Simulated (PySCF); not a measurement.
# Frontier orbitals and the lowest excitations

CH7F2PSi2.
Geometry (GFN2-xTB, Å), atoms numbered from 1 in this order:
```xyz
13
CH7F2PSi2 angstrom
F      0.775    0.953   -1.942
C      0.478    0.105   -0.890
F      0.200   -1.104   -1.509
Si     2.084   -0.122    0.170
Si    -1.161    0.734   -0.066
P     -1.666   -0.833    1.441
H      1.750   -1.102    1.200
H      3.121   -0.591   -0.742
H      2.378    1.204    0.707
H     -2.118    0.970   -1.149
H     -0.834    1.988    0.615
H     -2.970   -0.410    1.632
H     -2.042   -1.792    0.515
```

Method: TDDFT wB97X-D/def2-SVPD, vertical, gas phase, core orbitals frozen in the response in PySCF 2.14.0, density-fitted response routines.

Frontier orbitals with the atoms that hold most of them (Löwdin shares over 4%, at most four atoms; ? is withheld):

| orbital | ε (eV) | atoms |
| --- | --- | --- |
| LUMO+2 | 1.90 | P6 25%, Si5 16%, Si4 14%, C2 8% |
| LUMO+1 | 1.67 | Si5 26%, Si4 15%, P6 15%, H10 8% |
| LUMO | ? | ? |
| HOMO | -9.65 | ? |
| HOMO-1 | -9.84 | C2 28%, F3 15%, F1 15%, Si5 13% |
| HOMO-2 | -11.53 | P6 31%, Si5 25%, H11 15%, H13 9% |
| HOMO-3 | -12.11 | Si4 37%, H8 24%, H7 11%, H9 10% |

**Question.** Give the leading atoms of the HOMO.

**Answer.** P6 (bonded to Si and 2 H) 63%; Si5 (bonded to C, P and 2 H) 14%; H13 (bonded to P) 7%; H12 (bonded to P) 6%. By element: phosphorus 63%, silicon 14% or more, hydrogen 13% or more.

**Question.** Give the leading atoms of the LUMO.

**Answer.** Si5 (bonded to C, P and 2 H) 22%; P6 (bonded to Si and 2 H) 20%; Si4 (bonded to C and 3 H) 14%; H11 (bonded to Si) 8%. By element: silicon 36%, phosphorus 20%, hydrogen 8% or more.

**Question.** What is the LUMO energy, and the HOMO–LUMO gap?

**Answer.** ε(LUMO) = 1.54 eV; the gap is 11.18 eV (0.4110 hartree).

**Question.** How does S1 compare with the orbital gap of 11.18 eV?

**Answer.** S1 is at 6.59 eV (f = 0.022), 4.59 eV below the gap, made of HOMO→LUMO (44%), HOMO→LUMO+4 (28%), HOMO→LUMO+2 (12%). Without the coupling terms of the response equations the lowest excitation would equal the gap.

Next come S2 at 6.95 eV (f 0.087), HOMO-1→LUMO (40%), HOMO-1→LUMO+1 (20%), HOMO→LUMO+2 (18%); S3 at 7.00 eV (f 0.028), HOMO→LUMO+1 (33%), HOMO-1→LUMO+2 (23%), HOMO→LUMO+2 (8%); S4 at 7.07 eV (f 0.069), HOMO-1→LUMO+2 (41%), HOMO→LUMO+1 (36%); S5 at 7.23 eV (f 0.074), HOMO-1→LUMO (34%), HOMO→LUMO (18%), HOMO-1→LUMO+1 (14%).

The run took 58 s of wall time on one thread, Arm Neoverse N1, on a shared host.

One conformer stands for the species.
